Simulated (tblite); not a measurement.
Record of a relaxation.

Compound: C7H3F.
SMILES with atom numbers: `[CH:1]#[C:2][CH:3]=[C:4]=[C:5]([F:6])[C:7]#[CH:8]` (hydrogens: H9 on C1; H10 on C3; H11 on C8)

Computed with GFN2-xTB (tblite), gas phase: L-BFGS steps from a force-field or distance-geometry start until the largest atomic force falls under 0.01 eV/Å. 10 of its 91 geometries are shown.

Step 0: E = -569.7588 eV, largest atomic force 2.833 eV/Å
```
atom  x, y, z in Å  |  force x, y, z in eV/Å
C1     -2.650    1.036    0.624   -1.082   1.548   0.793
C2     -2.026    0.146    0.137    0.812  -1.498  -1.211
C3     -1.264   -0.924   -0.416   -2.752   0.636   0.213
C4      0.022   -0.880   -0.349   -0.038  -0.078  -0.118
C5      1.317   -0.868   -0.260    2.206   1.091   0.780
F6      2.043   -1.867   -0.802    0.767  -0.327  -0.532
C7      1.978    0.214    0.368    0.026  -0.639   0.056
C8      2.549    1.127    0.918   -0.026  -0.051  -0.009
H9     -3.216    1.834    1.051    0.361  -0.519  -0.220
H10    -1.788   -1.744   -0.903   -0.180  -0.067   0.366
H11     3.040    1.929    1.392   -0.095  -0.096  -0.119
```

Step 10: E = -571.1908 eV, largest atomic force 1.301 eV/Å
```
atom  x, y, z in Å  |  force x, y, z in eV/Å
C1     -2.665    1.059    0.517   -0.625   0.865   0.444
C2     -2.110    0.262   -0.187    0.912  -0.860  -0.349
C3     -1.294   -0.894   -0.425    0.108   0.274   0.189
C4      0.024   -0.900   -0.397    0.327   0.088   0.217
C5      1.343   -0.902   -0.223   -0.697   0.134  -0.239
F6      2.168   -1.552   -1.094   -0.069   0.252  -0.369
C7      2.037   -0.005    0.633    0.092   0.976   0.284
C8      2.551    1.047    0.963   -0.458  -1.070  -0.138
H9     -3.200    1.796    1.078    0.273  -0.418  -0.536
H10    -1.864   -1.824   -0.445    0.144   0.019   0.458
H11     3.016    1.916    1.338   -0.008  -0.260   0.040
```

Step 20: E = -571.8097 eV, largest atomic force 0.980 eV/Å
```
atom  x, y, z in Å  |  force x, y, z in eV/Å
C1     -2.701    1.138    0.250    0.337  -0.532   0.162
C2     -1.995    0.187    0.003   -0.435   0.068   0.058
C3     -1.219   -1.013   -0.073   -0.719  -0.121   0.017
C4      0.038   -1.016   -0.433   -0.073   0.101   0.271
C5      1.319   -0.744   -0.491   -0.373  -0.103  -0.357
F6      2.090   -1.086   -1.560   -0.081   0.159   0.042
C7      1.937    0.068    0.477    0.365  -0.211   0.066
C8      2.541    0.861    1.146   -0.007  -0.081  -0.254
H9     -3.297    1.939    0.615    0.291  -0.259  -0.410
H10    -1.775   -1.944    0.193    0.586   0.786   0.004
H11     3.070    1.611    1.633    0.108   0.194   0.401
```

Step 30: E = -572.0588 eV, largest atomic force 0.180 eV/Å
```
atom  x, y, z in Å  |  force x, y, z in eV/Å
C1     -2.685    1.088    0.166   -0.065   0.072  -0.152
C2     -2.035    0.080    0.110    0.006   0.025   0.037
C3     -1.173   -1.039    0.158   -0.036   0.074  -0.115
C4      0.019   -0.954   -0.372    0.018   0.027   0.175
C5      1.242   -0.580   -0.646    0.039   0.037  -0.019
F6      1.847   -0.768   -1.842   -0.072  -0.050  -0.032
C7      2.005    0.083    0.347    0.035   0.094   0.054
C8      2.568    0.768    1.157   -0.039  -0.142   0.059
H9     -3.265    1.962    0.131   -0.038  -0.054   0.063
H10    -1.567   -1.932    0.623    0.077  -0.099  -0.002
H11     3.050    1.294    1.927    0.074   0.016  -0.069
```

Step 40: E = -572.0842 eV, largest atomic force 0.110 eV/Å
```
atom  x, y, z in Å  |  force x, y, z in eV/Å
C1     -2.718    1.083    0.094   -0.006  -0.080   0.047
C2     -2.073    0.070    0.107   -0.015   0.066   0.017
C3     -1.183   -1.026    0.164   -0.008  -0.042  -0.031
C4      0.026   -0.896   -0.309    0.060   0.000   0.042
C5      1.247   -0.554   -0.629   -0.048   0.003  -0.010
F6      1.774   -0.778   -1.855    0.048   0.001  -0.014
C7      2.062    0.101    0.326   -0.055   0.011   0.061
C8      2.603    0.728    1.196    0.057  -0.004  -0.054
H9     -3.312    1.945    0.121   -0.089   0.029  -0.057
H10    -1.534   -1.946    0.616   -0.018   0.037  -0.016
H11     3.113    1.276    1.929    0.073  -0.022   0.016
```

Step 50: E = -572.1398 eV, largest atomic force 0.267 eV/Å
```
atom  x, y, z in Å  |  force x, y, z in eV/Å
C1     -3.030    0.964   -0.019    0.226  -0.129  -0.058
C2     -2.186    0.109    0.026   -0.190   0.072   0.087
C3     -1.229   -0.923    0.168    0.079   0.054   0.085
C4      0.028   -0.733   -0.130   -0.142   0.056   0.028
C5      1.247   -0.417   -0.483   -0.093  -0.126   0.003
F6      1.674   -0.673   -1.746    0.149   0.006  -0.148
C7      2.195    0.141    0.401    0.081   0.033   0.180
C8      2.999    0.591    1.173   -0.241   0.034  -0.071
H9     -3.726    1.743   -0.100   -0.069   0.006  -0.003
H10    -1.588   -1.856    0.593    0.050   0.033  -0.081
H11     3.620    1.057    1.876    0.150  -0.038  -0.022
```

Step 60: E = -572.1624 eV, largest atomic force 0.081 eV/Å
```
atom  x, y, z in Å  |  force x, y, z in eV/Å
C1     -3.093    0.951   -0.059    0.004  -0.054  -0.027
C2     -2.244    0.109    0.043   -0.049   0.062   0.018
C3     -1.243   -0.876    0.182   -0.002  -0.014   0.036
C4      0.007   -0.650   -0.112    0.036  -0.009  -0.030
C5      1.245   -0.393   -0.440    0.000  -0.011  -0.003
F6      1.691   -0.641   -1.705    0.021   0.006   0.005
C7      2.214    0.127    0.449   -0.007   0.013   0.026
C8      3.055    0.580    1.177    0.013  -0.030  -0.028
H9     -3.848    1.670   -0.166   -0.021   0.036   0.008
H10    -1.570   -1.835    0.570    0.028  -0.005  -0.004
H11     3.792    0.962    1.819   -0.023   0.005  -0.001
```

Step 70: E = -572.1640 eV, largest atomic force 0.022 eV/Å
```
atom  x, y, z in Å  |  force x, y, z in eV/Å
C1     -3.111    0.942   -0.070   -0.011   0.014   0.006
C2     -2.251    0.115    0.053    0.009  -0.008  -0.003
C3     -1.242   -0.867    0.188   -0.014   0.010   0.003
C4      0.004   -0.642   -0.120    0.007   0.001  -0.007
C5      1.246   -0.392   -0.439    0.007   0.007   0.000
F6      1.703   -0.634   -1.700    0.009  -0.005   0.002
C7      2.210    0.124    0.459   -0.004  -0.005  -0.021
C8      3.068    0.567    1.171    0.003  -0.001   0.012
H9     -3.863    1.667   -0.171   -0.001  -0.012   0.000
H10    -1.560   -1.830    0.573    0.000   0.000   0.007
H11     3.801    0.954    1.815   -0.005  -0.002   0.002
```

Step 80: E = -572.1646 eV, largest atomic force 0.029 eV/Å
```
atom  x, y, z in Å  |  force x, y, z in eV/Å
C1     -3.124    0.937   -0.069   -0.015   0.005   0.000
C2     -2.251    0.123    0.054    0.004  -0.005   0.004
C3     -1.235   -0.849    0.194   -0.025   0.006  -0.013
C4      0.008   -0.627   -0.131   -0.002  -0.001  -0.006
C5      1.251   -0.388   -0.451    0.019  -0.010   0.011
F6      1.714   -0.647   -1.706    0.001   0.003  -0.003
C7      2.213    0.126    0.450    0.002  -0.007  -0.014
C8      3.067    0.553    1.177    0.004   0.017  -0.001
H9     -3.890    1.647   -0.175    0.007  -0.004   0.003
H10    -1.545   -1.809    0.592    0.001   0.001   0.009
H11     3.796    0.937    1.826    0.001  -0.005   0.010
```

Step 90: E = -572.1648 eV, largest atomic force 0.007 eV/Å
```
atom  x, y, z in Å  |  force x, y, z in eV/Å
C1     -3.131    0.936   -0.065   -0.001   0.003   0.002
C2     -2.251    0.127    0.051    0.002  -0.002   0.002
C3     -1.232   -0.842    0.188   -0.006   0.003  -0.001
C4      0.010   -0.623   -0.140   -0.001   0.000  -0.002
C5      1.257   -0.394   -0.456    0.004   0.000   0.002
F6      1.724   -0.662   -1.708   -0.001   0.001  -0.001
C7      2.216    0.123    0.446    0.001  -0.003  -0.001
C8      3.062    0.556    1.179    0.000  -0.001  -0.002
H9     -3.897    1.645   -0.164    0.001  -0.003  -0.002
H10    -1.540   -1.800    0.595    0.000   0.000   0.000
H11     3.788    0.937    1.833    0.001   0.003   0.003
```

Q: Summarise the path.

A: The energy falls by 55.48 kcal/mol from step 0 to step 90; nine tenths of that is first reached at step 23. It rises by more than 0.2 meV at steps 4 and 22. The largest force goes from 2.833 to 0.007 eV/Å. Among the bonds C1–H9 changes most, from 1.068 to 1.049 Å; the atoms move by 0.980 Å rms after alignment.

Q: Follow the three bonds and two angles with the largest change from start to end.

A: 
| step | E above end (kcal/mol) | largest force (eV/Å) | C1–H9 (Å) | C3=C4 (Å) | C5–F6 (Å) | F6–C5–C7 (°) | C2–C3–C4 (°) |
| --- | --- | --- | --- | --- | --- | --- | --- |
| 0 | 55.48 | 2.833 | 1.068 | 1.289 | 1.349 | 119.6 | 119.2 |
| 4 | 53.21 | 8.284 | 1.005 | 1.233 | 1.426 | 111.4 | 124.9 |
| 8 | 29.52 | 3.866 | 1.068 | 1.345 | 1.391 | 112.5 | 124.2 |
| 12 | 18.87 | 0.524 | 1.049 | 1.303 | 1.355 | 113.0 | 124.6 |
| 16 | 15.29 | 0.948 | 1.043 | 1.306 | 1.362 | 115.8 | 119.6 |
| 20 | 8.19 | 0.980 | 1.062 | 1.308 | 1.361 | 115.9 | 122.5 |
| 23 | 5.13 | 0.874 | 1.046 | 1.308 | 1.358 | 112.5 | 124.8 |
| 27 | 3.19 | 0.731 | 1.058 | 1.309 | 1.348 | 115.8 | 119.6 |
| 31 | 2.38 | 0.262 | 1.044 | 1.307 | 1.354 | 116.6 | 119.7 |
| 35 | 2.06 | 0.101 | 1.051 | 1.305 | 1.355 | 117.9 | 119.6 |
| 39 | 1.89 | 0.087 | 1.049 | 1.305 | 1.352 | 117.8 | 119.3 |
| 43 | 1.68 | 0.194 | 1.047 | 1.304 | 1.360 | 117.2 | 120.0 |
| 47 | 1.03 | 0.299 | 1.050 | 1.307 | 1.358 | 117.7 | 121.0 |
| 51 | 0.46 | 0.172 | 1.048 | 1.304 | 1.363 | 116.1 | 121.4 |
| 55 | 0.16 | 0.165 | 1.052 | 1.304 | 1.363 | 115.4 | 122.5 |
| 59 | 0.07 | 0.136 | 1.048 | 1.304 | 1.364 | 115.4 | 122.7 |
| 63 | 0.03 | 0.049 | 1.050 | 1.304 | 1.364 | 114.8 | 122.4 |
| 67 | 0.02 | 0.033 | 1.049 | 1.304 | 1.363 | 115.0 | 122.6 |
| 70 | 0.02 | 0.022 | 1.049 | 1.304 | 1.364 | 115.0 | 122.7 |
| 74 | 0.01 | 0.045 | 1.049 | 1.304 | 1.364 | 115.0 | 122.9 |
| 78 | 0.01 | 0.021 | 1.049 | 1.304 | 1.363 | 115.1 | 122.8 |
| 82 | 0.00 | 0.023 | 1.049 | 1.304 | 1.363 | 115.2 | 123.1 |
| 86 | 0.00 | 0.013 | 1.049 | 1.304 | 1.363 | 115.1 | 123.2 |
| 90 | 0.00 | 0.007 | 1.049 | 1.304 | 1.363 | 115.2 | 123.2 |

The cost below is that of the whole relaxation. The run took 0.42 s on an Arm Neoverse V1 with one thread (shared host).
